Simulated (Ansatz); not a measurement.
`CC(Cl)CCl` + `S[CH2][ZnH]` → `CS[CH2][ZnH]` + `ClCCCl`  (substitution at a C–C bond)

Calculated with Ansatz (gas phase, PBE0-D4/def2-TZVP geometries, no zero-point term in ΔE). CBS: MP2 limit from def2 TZ/QZ plus the TZ coupled-cluster correction, frozen cores. This one scheme is used for every species. DFT in def2-TZVPP. For Zn outer-core shells are correlated without core-valence functions, which leaves a few kJ/mol of doubt a bond. Scalar relativity is left out up to krypton. Each species was taken in one conformer, which may not be the lowest.

```
             level  ΔE (kJ/mol)  difference from CCSD(T)/CBS
         r2SCAN-D4         13.8                         -2.6
           ωB97X-V         15.4                         -1.0
           ωB97M-V         16.2                         -0.2
            B2PLYP         13.7                         -2.7
               PBE         10.4                         -6.0
              PBE0         12.4                         -4.0
   CCSD/def2-TZVPP         18.5                          2.1
CCSD(T)/def2-TZVPP         18.4                          2.0
    MP2/def2-QZVPP         16.7                          0.3
    CCSD/CBS(def2)         16.5                          0.1
       CCSD(T)/CBS         16.4                            0
```

Largest T1 diagnostic among the species: 0.014.

In def2-TZVPP, CCSD(T) changes the Hartree–Fock value by +4.3 kJ/mol (the triples alone add −0.1 kJ/mol) and MP2 by +3.8 kJ/mol.
